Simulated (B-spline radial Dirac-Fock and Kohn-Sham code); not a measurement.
## Magnetic form factor of the 3d shell of Re⁵⁴⁺

System: the Re⁵⁴⁺ ion, configuration [Ar] 3d3.

Level of theory: configuration-average Dirac-Fock orbitals; a B-spline atomic structure program. ⟨j_K⟩ is the integral of the 3d radial density with the spherical Bessel function j_K(4πsr), s = sin θ/λ.

| s (Å⁻¹) | ⟨j0⟩ | ⟨j2⟩ | ⟨j4⟩ |
| --- | --- | --- | --- |
| 0 | 1.0000 | 0.0000 | 0.0000 |
| 0.05 | 0.9994 | 0.0002 | 0.0000 |
| 0.1 | 0.9977 | 0.0009 | 0.0000 |
| 0.15 | 0.9948 | 0.0021 | 0.0000 |
| 0.2 | 0.9908 | 0.0037 | 0.0000 |
| 0.25 | 0.9857 | 0.0057 | 0.0000 |
| 0.3 | 0.9795 | 0.0082 | 0.0000 |
| 0.35 | 0.9721 | 0.0111 | 0.0000 |
| 0.4 | 0.9638 | 0.0144 | 0.0001 |
| 0.45 | 0.9544 | 0.0181 | 0.0001 |
| 0.5 | 0.9440 | 0.0221 | 0.0002 |
| 0.6 | 0.9203 | 0.0313 | 0.0004 |
| 0.7 | 0.8931 | 0.0417 | 0.0008 |
| 0.8 | 0.8628 | 0.0532 | 0.0013 |
| 0.9 | 0.8296 | 0.0655 | 0.0020 |
| 1 | 0.7940 | 0.0784 | 0.0029 |
| 1.1 | 0.7564 | 0.0917 | 0.0041 |
| 1.2 | 0.7172 | 0.1052 | 0.0056 |
| 1.4 | 0.6357 | 0.1320 | 0.0096 |
| 1.6 | 0.5528 | 0.1570 | 0.0150 |

Radial moments of the shell: ⟨r²⟩ = 0.03129, ⟨r⁴⟩ = 0.001635, ⟨r⁶⟩ = 0.0001286 in powers of bohr.

Values without a named source are computed, but for edge energies of neutral atoms, which are taken from tables.
